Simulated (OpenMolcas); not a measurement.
**Computed transition rates of Ne4+**

* Program: OpenMolcas 26.06
* Method: SS-RASPT2, IPEA 0.25 Eh, imaginary shift 0.1 Eh (closed shells correlated: 1s)
* Basis: ANO-RCC [8s7p4d3f2g]
* Scalar Hamiltonian: DKH2, point nucleus
* Active space: 4 electrons in 9 orbitals (RAS2 2s 2p; RAS3 3d, at most 2 electrons)
* State averaging: 2S+1 = 3 even, 3 roots; 2S+1 = 1 even, 6 roots; 2S+1 = 5 odd, 1 root; 2S+1 = 3 odd, 9 roots; 2S+1 = 1 odd, 8 roots
* Spin-orbit coupling: state interaction with AMFI integrals over the reference wave functions, term energies averaged over their components

Rates come from the transition moments of the reference wave functions (E1 and E2 in the length form). At fixed line strength A goes as λ^-3 for E1 and M1 and as λ^-5 for E2, so a rate at the computed wavelength can be rescaled to the measured one. Measured vacuum wavelengths follow from level energies in NIST levels in Podobedova, Fuhr, Reader and Wiese, J. Phys. Chem. Ref. Data 33, 525 (2004). Branching counts decays inside the model space alone, at computed energies, and the table is only a selection of the E1 lines, drawn from those between levels with measured partners whose computed energy lies within a factor of 1.5 of the measured one.

```tsv
Upper	Lower	Type	λ computed (nm)	λ measured (nm)	A computed (s-1)	A rescaled (s-1)	Branching %
2s 2p3 1D* 2	2s2 2p2 1D2	E1	41.59	41.62	9.63e+09	9.61e+09	100.0
2s 2p3 3P* 0	2s2 2p2 3P1	E1	48.07	48.13	2.91e+09	2.90e+09	100.0
2s 2p3 3D* 3	2s2 2p2 3P2	E1	57.22	57.23	1.09e+09	1.09e+09	100.0
2s 2p3 3D* 2	2s2 2p2 3P1	E1	56.98	56.98	8.48e+08	8.48e+08	77.4
2s 2p3 3D* 1	2s2 2p2 3P0	E1	56.85	56.84	6.33e+08	6.33e+08	57.4
2s 2p3 3D* 1	2s2 2p2 3P1	E1	56.98	56.98	4.44e+08	4.44e+08	40.3
2s 2p3 3D* 2	2s2 2p2 3P2	E1	57.22	57.21	2.48e+08	2.48e+08	22.6
2s 2p3 3D* 1	2s2 2p2 3P2	E1	57.22	57.2	2.60e+07	2.60e+07	2.4
```

The largest correction is for 2s 2p3 3P* 0 → 2s2 2p2 3P1 (E1): 2.91e+09 × (48.07 / 48.13)^3 = 2.90e+09 s-1, a factor of 1.00.

The computed rate and branching of 2s 2p3 3P* 0 → 2s2 2p2 3P1 give the upper level a radiative lifetime of 1.000 / 2.91e+09 s-1 = 3.44e-10 s, counting decays inside the model space alone. The rescaled rate gives about 3.4e-10 s.

The computed order of these levels differs from the measured one in 1 place, and where term gaps are wrong the rates of spin-changing lines can be off by large factors.

No measured rate stands beside these. Rescaling mends the energy factor alone: line strengths can still be far off where a level mixes with configurations outside the active space, and weak or spin-changing lines hang on small mixing coefficients that depend on the term gaps too, so rescaling need not improve them.

Active for correlation alone: 3d; no level in the range computed is led by a configuration that fills it, so any true level of that kind is missing. Computed and measured levels are paired by configuration, term and J; levels that our copy of the source lacks, or whose pairing is in doubt (as where it misses far off the trend of its configuration), stay unpaired. Only configurations of the active space appear.

* marks odd parity.
